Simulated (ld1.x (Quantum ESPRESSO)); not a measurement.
# What one change does to a pseudopotential (Pb, TM)

- Element: lead (Pb)
- Generator: ld1.x (Quantum ESPRESSO) 7.5
- Type: norm-conserving Troullier–Martins (Kleinman–Bylander form)
- Functional: LDA (PZ)
- Relativity: scalar-relativistic
- Frozen core: [Xe] 4f14 5d10
- Valence charge: 4
- Reference configuration: 6s1.75 6p2.25
- Partial waves: 6p (bound): rc 2.45 bohr; 6d channel at 0.5 Ry: rc 1.95 bohr; 6s (bound): rc 1.85 bohr
- Local potential: the s channel
- Core correction: none

Change: core correction a·sin(br)/r model core inside 1.06 bohr.

Cutoffs: the cutoffs (Ry, on a coarse ladder) from which the occupation-weighted sum of valence levels, in a spherical-Bessel basis at the reference potential, stays within 10 and 1 mRy of its value at 400 Ry; they do not see the model core or the augmentation charge, which bear on the density cutoff. Errors are all-electron minus pseudo energies relative to the spin-unpolarised reference configuration.

Predict the effect on cutoff, ghosts and configuration errors.

The potential gets neither clearly harder nor softer (21 Ry and 45 Ry → 21 Ry and 45 Ry); both files keep a bound ghost (d); of the 9 tests that both files solve, the error grows in 4 and shrinks in 4 by more than 15 % and 0.3 meV (median size 13.9 → 5.3 meV). A model core, the more so a compact one, raises the density cutoff, which this test does not measure.

| quantity | base | changed |
| --- | --- | --- |
| cutoff, loose | 21 Ry | 21 Ry |
| cutoff, tight | 45 Ry | 45 Ry |
| bound ghosts | d | d |
| error for 6s2 6p2, meV [ΔE -2.17 eV] | +1.5 | -1.6 |
| error for 6s2 6p1, meV [ΔE 4.67 eV] | +14 | -10 |
| error for 6s2 6p0, meV [ΔE 18.43 eV] | +79 | -92 |
| error for 6s2 6p1.5, meV [ΔE 0.44 eV] | +4.7 | -1.7 |
| error for 6s1 6p0, meV [ΔE 51.31 eV] | +279 | -525 |
| error for 6s2 6p2.3, meV [ΔE -3.02 eV] | +1.3 | -2.7 |
| error for 6s1 6p3, meV [ΔE 6.65 eV] | +11 | -21 |
| error for 6s1.75 6p2.25 (spin-polarised), meV [ΔE -0.70 eV] | +190 | -5.3 |
| error for 6s2 6p2 (spin-polarised), meV [ΔE -2.62 eV] | +91 | -4.7 |
| s: phases at 2.65 bohr within 0.05 rad from the reference energy up to (Ry; the scan ends near 5) | 2.3 | 2.3 |
| p: phases at 2.65 bohr within 0.05 rad from the reference energy up to (Ry; the scan ends near 5) | 3.3 | 3.3 |
| d: phases at 2.65 bohr within 0.05 rad from the reference energy up to (Ry; the scan ends near 5) | 1.3 | 1.3 |

 A true bound ghost makes a file unfit for plane-wave use even where its test errors are small: the radial tests pick states by their node count and pass the ghost by.
